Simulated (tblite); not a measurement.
C6H5NOSi.
Numbering: `[CH:1]#[C:2]/[CH:3]=[CH:4]\[Si@@H:5]([C:6]#[N:7])[CH:8]=[O:9]` (hydrogens: H10 on C1; H11 on C3; H12 on C4; H13 on Si5; H14 on C8)

Structure optimised with GFN2-xTB, isolated species.

Entries marked ? are missing.

```json
{"coordinate": "C1≡C2", "value": "?"}
{"coordinate": "C2–C3", "value": "1.408 Å"}
{"coordinate": "C3=C4", "value": "?"}
{"coordinate": "C4–Si5", "value": "?"}
{"coordinate": "Si5–C6", "value": "1.871 Å"}
{"coordinate": "C6≡N7", "value": "1.145 Å"}
{"coordinate": "Si5–C8", "value": "?"}
{"coordinate": "C8=O9", "value": "1.203 Å"}
{"coordinate": "C1–H10", "value": "1.049 Å"}
{"coordinate": "C3–H11", "value": "1.085 Å"}
{"coordinate": "C4–H12", "value": "1.083 Å"}
{"coordinate": "Si5–H13", "value": "1.460 Å"}
{"coordinate": "C8–H14", "value": "1.111 Å"}
{"coordinate": "C1–C2–C3", "value": "?"}
{"coordinate": "C2–C3–C4", "value": "?"}
{"coordinate": "C3–C4–Si5", "value": "124.6°"}
{"coordinate": "C4–Si5–C6", "value": "109.1°"}
{"coordinate": "C4–Si5–C8", "value": "108.6°"}
{"coordinate": "C6–Si5–C8", "value": "104.1°"}
{"coordinate": "Si5–C6–N7", "value": "?"}
{"coordinate": "Si5–C8–O9", "value": "123.8°"}
```

Estimate the withheld lengths and angles.

- C1≡C2 = 1.202 Å, drawn triple (terminal alkyne carbon to alkyne carbon); 0.18 Å below the sum of covalent radii, 1.38 Å.
- C3=C4 = 1.339 Å, drawn double (both ends alkene CH carbon); 0.12 Å below the sum of covalent radii, 1.46 Å.
- C4–Si5 = 1.881 Å, drawn single (alkene CH carbon to SiH silicon); 0.04 Å above the sum of covalent radii, 1.84 Å.
- Si5–C8 = 1.928 Å, drawn single (SiH silicon to carbonyl carbon); 0.09 Å above the sum of covalent radii, 1.84 Å.
- C1–C2–C3 = 178.8°, at the alkyne carbon; the outer atoms are 2.609 Å apart.
- C2–C3–C4 = 123.6°, at the alkene CH carbon; the outer atoms are 2.420 Å apart.
- Si5–C6–N7 = 179.3°, at the cyano carbon; the outer atoms are 3.016 Å apart.

Radii are Cordero's, carbon taken as 0.76, 0.73 or 0.69 Å for four, three, and two or fewer neighbours.

Its GFN2-xTB frequencies are all real (lowest 31 cm⁻¹). One conformer, not necessarily the lowest (C3–C4–Si5–C6 -46°, C4–Si5–C8–O9 116°). 3 starts were optimised and ended at 0.00, 0.01 and 0.37 kcal/mol (GFN2-xTB); the lowest of these is shown.

The run took 2.9 s on one thread, Intel Xeon at 2.50 GHz (x86_64), no GPU, shared host with 64 logical CPUs at a one-minute load of 57. This is the geometry optimisation.

These are computed values.
